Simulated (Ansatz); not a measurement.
Consider the ligand exchange at the Si–O bond: `N[SiH](O)[SiH3]` + HCl → `N[SiH]([SiH3])Cl` + H₂O.

Gas-phase electronic energies from Ansatz, PBE0-D4/def2-TZVP geometries. CBS: MP2 limit from def2 TZ/QZ plus the TZ coupled-cluster correction, frozen cores. This one scheme is used for every species. DFT in def2-TZVPP. HSE06 is defined as in plane-wave codes. Each species was taken in one conformer, which may not be the lowest.

Question: Is it downhill or uphill in electronic energy at CCSD(T)/CBS, and by how much? (Best estimate.)

Answer: The calculation gave: Downhill: ΔE = -2.7 kcal/mol.

Question: What do these levels give: PBE-D4, BLYP-D4, r2SCAN-D4, r2SCAN0-D4, HSE06-D4, ωB97X-V, r2SCAN0, BHLYP, HF/def2-SVP, CCSD/def2-SVP, CCSD(T)/def2-TZVPP, SCS-MP2/def2-QZVPP? (Best estimate.)

Answer: Computed: PBE-D4 -3.8, BLYP-D4 -2.1, r2SCAN-D4 -2.6, r2SCAN0-D4 -2.7, HSE06-D4 -3.8, ωB97X-V -2.0, r2SCAN0 -2.6, BHLYP -0.9, HF/def2-SVP -2.6, CCSD/def2-SVP -2.1, CCSD(T)/def2-TZVPP -1.4, SCS-MP2/def2-QZVPP -2.3 kcal/mol.

Largest T1 diagnostic among the species: 0.012.

Leaving LDA and LC-ωPBE aside and taking each functional with its dispersion term where it has one, the values, not all of them listed here, spread over 3.5 kcal/mol, from revPBE-D4 to CAM-B3LYP-D4. LDA lies +1.5 kcal/mol from PBE without D4. In def2-TZVPP, CCSD(T) changes the Hartree–Fock value by −0.8 kcal/mol (the triples alone add −0.3 kcal/mol) and MP2 by −1.8 kcal/mol. The D4 term adds −0.8 kcal/mol with B3LYP and −0.4 kcal/mol with PBE0; it sums over pairs of atoms, weighted by their polarisabilities, and B3LYP, whose exchange is more repulsive, gets the larger term.

B3LYP here is the variant with VWN-RPA as its local correlation; programs differ in this.
